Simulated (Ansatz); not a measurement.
Abridged output of a molecular run in Ansatz:

```
Functional definition: HF
1688 factors; integrals over basis functions are off by at most 1.1e-3 eV
mean field evaluation 1: about -13584.3286 eV, gradient 5.4e1 eV
mean field evaluation 2: about -13584.5414 eV, gradient 5.4e1 eV
mean field evaluation 4: about -13590.4176 eV, gradient 4.5e0 eV
mean field evaluation 8: about -13590.4930 eV, gradient 2.7e-1 eV
mean field -13590.49325195 eV, -499.4414150419 hartree, gradient 5.1e-6 eV, S^2 0.000000; 0 other end points of the search recorded, 0 dependent functions left out
9 core orbitals not correlated: weight in the atoms' cores, before any rotation towards them, 1.000 or more for the frozen orbitals, at most 0.000 for the correlated occupied ones
reference -13590.49325195 eV, -499.4414150419 hartree; 16, 16 occupied and 267, 267 virtual orbitals, 1688 factors
second order -25.52489674 eV of doubles, -0.00000000 eV of singles
cycle   1  -26.10473400 eV  change   -5.8e-1 eV  update   9.4e-2
cycle   2  -26.64740337 eV  change   -5.4e-1 eV  update   2.6e-2
cycle   3  -26.75263610 eV  change   -1.1e-1 eV  update   1.2e-2
cycle   4  -26.74557948 eV  change    7.1e-3 eV  update   2.7e-3
cycle   5  -26.74527973 eV  change    3.0e-4 eV  update   1.1e-3
cycle   6  -26.74554760 eV  change   -2.7e-4 eV  update   3.3e-4
cycle   7  -26.74539489 eV  change    1.5e-4 eV  update   1.3e-4
cycle   8  -26.74537052 eV  change    2.4e-5 eV  update   4.0e-5
cycle   9  -26.74537973 eV  change   -9.2e-6 eV  update   1.4e-5
perturbative correction -0.98436369 eV, -0.0361746984 hartree
Total energy: -13618.22299537 eV, -500.4604643168 hartree
```

Its atoms:

Z-matrix (Å, degrees):
```
C
Si 1 1.861
H 1 1.093 2 111.1
H 1 1.093 2 110.7 3 120.1
H 1 1.093 2 111.0 3 -120.5
C 2 1.866 1 111.6 3 56.7
N 2 1.720 1 114.7 3 -63.9
O 2 1.654 1 103.5 3 177.4
H 6 1.093 2 110.3 1 58.8
H 6 1.094 2 111.5 1 -60.9
H 6 1.093 2 111.4 1 178.4
H 7 1.006 2 120.6 1 102.5
H 7 1.007 2 121.9 1 -47.5
H 8 0.959 2 115.2 1 166.2
```

(1) Which basis set was used?
A. def2-TZVPP
B. def2-TZVPPD
C. cc-pV(Q+d)Z
D. def2-QZVPP

(2) Write the keys of the input that set method, charge and spin (a neutral closed shell needs none for the last two).

Answers

(1) A. It gives 292 functions.

(2) 
```yaml
correlation: {method: ccsd_t}
```
